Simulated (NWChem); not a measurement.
## Atomisation of H₄S₃Si

```
Si
H 1 1.4892
S 1 2.1536 2 110.55
H 3 1.3558 1 94.69 2 -48.70
S 1 2.1536 2 110.41 4 -97.35
H 5 1.3558 1 94.67 2 -48.20
S 1 2.1541 2 110.47 6 -97.61
H 7 1.3558 1 94.60 2 -48.51
```
Charge 0, spin multiplicity 1.

The numbers come from NWChem runs, not from measurements. Structure: optimised with B3LYP/def2-SVP, a minimum by its harmonic frequencies. It is one conformer; others weren't searched.

Basis set: def2-TZVP. The atomisation energy is electronic alone: no zero-point, thermal, spin-orbit or counterpoise terms. No value is extrapolated to the basis-set limit. Free atoms are single determinants with multiplicities Si 3, S 3, H 2.

B3LYP has NWChem's definition, with VWN1-RPA local correlation. The structure started from a generated list of species. The stability of the SCF solutions was not checked. Open-shell Hartree-Fock references start from PBE0 orbitals.

### Question
Order these methods by the atomisation energy they give, lowest first: B3LYP, BHandHLYP, PBE0, BLYP, PBE, HF.

### Answer
HF (402.5 kcal/mol), BHandHLYP (546.2 kcal/mol), BLYP (551.6 kcal/mol), B3LYP (557.8 kcal/mol), PBE0 (566.0 kcal/mol), PBE (572.6 kcal/mol)
